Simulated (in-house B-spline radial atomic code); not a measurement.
Configurations of Zr+, with energies counted from [Kr] 4d2 5s1. Computed with a B-spline radial code for spherical atoms: scalar-relativistic (X2C) HSE06, spin-polarised, spherical fractional occupations, exact exchange averaged over the configuration, Fermi nucleus of rms radius 4.2694 fm. Shells without spins written out take the highest spin.

Occupations are held fixed; configurations that lie above the ionisation limit could autoionise.

```csv
configuration,E - E(ref) (eV),highest orbital,its <r> (bohr)
[Kr] 4d1 5s1 6p1,10.264,6p up,8.269
[Kr] 4d1 5s1 5f1,12.622,5f up,13.35
[Ar] 3d10 4s2 4p5 4d2 5s1 6s1,37.969,6s up,6.904
[Ar] 3d10 4s2 4p5 4d2 4f1 5s1,40.422,4f up,7.578
[Ar] 3d9 4s2 4p6 4d2 5s2,182.67,5s down,3.256
```

Order these further configurations by energy, lowest first.
A. [Ar] 3d10 4s2 4p5 4d2 5s1 5p1
B. [Ar] 3d9 4s2 4p6 4d2 5s1 6s1
C. [Kr] 4d2 6s1
D. [Kr] 4d2 6p1
E. [Ar] 3d10 4s2 4p5 4d2 5s2

C (7.344 eV), D (8.4925 eV), E (30.653 eV), A (33.326 eV), B (190.22 eV).
